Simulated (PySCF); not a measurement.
ZnF: script and output

File input.py (PySCF 2.14):

```python
from pyscf import gto, scf, cc

mol = gto.M(
    atom='Zn 0 0 0; F 0 0 1.511',
    basis='lanl2dz',
    ecp={'Zn': 'lanl2dz'},
    charge=0,
    spin=1,
    verbose=4,
)
mf = scf.UHF(mol)
mf.kernel()
mycc = cc.CCSD(mf)
mycc.kernel()
e = mycc.eeccsd(nroots=5)[0]
print('roots (eV) =', (e*27.211386).round(3))
mf.dip_moment()
print('orbital energies (hartree):', [e[max(0, n-3):n+3].round(4) for e, n in zip(mf.mo_energy, mol.nelec)])
```

```bash
$ OMP_NUM_THREADS=1 python input.py
```

It prints (some set-up lines and the per-cycle HOMO/LUMO lines with their warnings removed):

```
PySCF version 2.14.0

[INPUT] Symbol           X                Y                Z      unit          X                Y                Z       unit  Magmom
[INPUT]  1 Zn     0.000000000000   0.000000000000   0.000000000000 AA    0.000000000000   0.000000000000   0.000000000000 Bohr   0.0
[INPUT]  2 F      0.000000000000   0.000000000000   1.511000000000 AA    0.000000000000   0.000000000000   2.855376174218 Bohr   0.0

nuclear repulsion = 37.8233876766115
number of shells = 11
number of NR pGTOs = 59
number of NR cGTOs = 27
basis = lanl2dz
ecp = {'Zn': 'lanl2dz'}

******** <class 'pyscf.scf.uhf.UHF'> ********
method = UHF
initial guess = minao
damping factor = 0
level_shift factor = 0
DIIS = <class 'pyscf.scf.diis.CDIIS'>
SCF conv_tol = 1e-09
SCF max_cycles = 50
number electrons alpha = 11  beta = 10
init E= -158.78086533261

cycle= 1 E= -127.374160726994  delta_E= 31.4  |g|= 4.77  |ddm|= 7.04
cycle= 2 E= -143.38147837383  delta_E=  -16  |g|= 5.51  |ddm|= 7.72
cycle= 3 E= -159.707845615681  delta_E= -16.3  |g|= 2.77  |ddm|= 3.38
cycle= 4 E= -162.378047123225  delta_E= -2.67  |g|= 1.34  |ddm|= 1.36
cycle= 5 E= -162.82965276684  delta_E= -0.452  |g|= 0.565  |ddm|= 0.461
cycle= 6 E= -162.916788279937  delta_E= -0.0871  |g|= 0.116  |ddm|= 0.253
cycle= 7 E= -162.921296222825  delta_E= -0.00451  |g|= 0.00938  |ddm|= 0.0863
cycle= 8 E= -162.921421439852  delta_E= -0.000125  |g|= 0.00332  |ddm|= 0.0214
cycle= 9 E= -162.921433759271  delta_E= -1.23e-05  |g|= 0.00118  |ddm|= 0.00623
cycle= 10 E= -162.921435167127  delta_E= -1.41e-06  |g|= 0.000448  |ddm|= 0.00178
cycle= 11 E= -162.921435462084  delta_E= -2.95e-07  |g|= 0.000106  |ddm|= 0.00101
cycle= 12 E= -162.921435481034  delta_E= -1.89e-08  |g|= 2.42e-05  |ddm|= 0.000251
cycle= 13 E= -162.921435481914  delta_E= -8.8e-10  |g|= 5.18e-06  |ddm|= 6.23e-05
Extra cycle  E= -162.921435481952  delta_E= -3.79e-11  |g|= 2.78e-06  |ddm|= 7.34e-06
converged SCF energy = -162.921435481952  <S^2> = 0.75250648  2S+1 = 2.0025049

******** <class 'pyscf.cc.uccsd.UCCSD'> ********
CC2 = 0
CCSD nocc = (np.int64(11), np.int64(10)), nmo = (27, 27)
max_cycle = 50
direct = 0
conv_tol = 1e-07
conv_tol_normt = 1e-06
Init t2, MP2 energy = -0.296779427270301
Init E_corr(UCCSD) = -0.296779427277741
cycle = 1  E_corr(UCCSD) = -0.261725110963413  dE = 0.0350543163  norm(t1,t2) = 0.102868
cycle = 2  E_corr(UCCSD) = -0.277310625759766  dE = -0.0155855148  norm(t1,t2) = 0.0313505
cycle = 3  E_corr(UCCSD) = -0.275142109834775  dE = 0.00216851592  norm(t1,t2) = 0.0222332
cycle = 4  E_corr(UCCSD) = -0.275979437345838  dE = -0.000837327511  norm(t1,t2) = 0.0102682
cycle = 5  E_corr(UCCSD) = -0.276298176837902  dE = -0.000318739492  norm(t1,t2) = 0.00333636
cycle = 6  E_corr(UCCSD) = -0.276144152568408  dE = 0.000154024269  norm(t1,t2) = 0.00160657
cycle = 7  E_corr(UCCSD) = -0.276120715005817  dE = 2.34375626e-05  norm(t1,t2) = 0.000496059
cycle = 8  E_corr(UCCSD) = -0.27614720123006  dE = -2.64862242e-05  norm(t1,t2) = 0.000244419
cycle = 9  E_corr(UCCSD) = -0.276150199065628  dE = -2.99783557e-06  norm(t1,t2) = 9.21057e-05
cycle = 10  E_corr(UCCSD) = -0.276150047905837  dE = 1.51159791e-07  norm(t1,t2) = 2.21639e-05
cycle = 11  E_corr(UCCSD) = -0.276149805057481  dE = 2.42848356e-07  norm(t1,t2) = 8.14498e-06
cycle = 12  E_corr(UCCSD) = -0.276149556587518  dE = 2.48469963e-07  norm(t1,t2) = 3.62062e-06
cycle = 13  E_corr(UCCSD) = -0.27614951150369  dE = 4.50838275e-08  norm(t1,t2) = 1.20055e-06
cycle = 14  E_corr(UCCSD) = -0.27614949263538  dE = 1.88683102e-08  norm(t1,t2) = 5.81574e-07
UCCSD converged
E(UCCSD) = -163.1975849745869  E_corr = -0.2761494926353799

******** <class 'pyscf.cc.eom_uccsd.EOMEESpinKeep'> ********
max_space = 20
max_cycle = 50
conv_tol = 1e-07
partition = None
EOM-CCSD root 0 E = 0.1580810971674255  qpwt = 0.986109  conv = True
EOM-CCSD root 1 E = 0.1580810972025533  qpwt = 0.986109  conv = True

******** <class 'pyscf.cc.eom_uccsd.EOMEESpinFlip'> ********
max_space = 20
max_cycle = 50
conv_tol = 1e-07
partition = None
EOM-CCSD root 0 E = 0.0001286924394147133  qpwt = 0.987228  conv = True
EOM-CCSD root 1 E = 0.1594572554009911  qpwt = 0.983356  conv = True
EOM-CCSD root 2 E = 0.1594572563691966  qpwt = 0.983356  conv = True
roots (eV) = [4.000e-03 4.302e+00 4.302e+00 4.339e+00 4.339e+00]
Dipole moment(X, Y, Z, Debye):  0.00000, -0.00000, -2.33953
orbital energies (hartree): [array([-0.5778, -0.5778, -0.308 ,  0.0443,  0.0443,  0.0977]), array([-0.5772, -0.5772, -0.5673,  0.0211,  0.0671,  0.0671])]
```

In short: E(SCF) = -162.921435 Eh, 13 cycles, E(CCSD) − E(SCF) = -0.27615 Eh, ⟨S²⟩ = 0.753, μz(SCF) = -2.34 D, excitation roots 0.004, 4.302, 4.302, 4.339, 4.339 eV.

Run time: 10 s on 1 thread of Intel Xeon Platinum 8488C (shared host), peak memory 0.15 GiB.

The bond length is a typed value, not an optimised one. Spin-unrestricted EOM-EE roots include spin flips and other components of the reference, which can be negative or near zero. No search for the lowest solution was made.
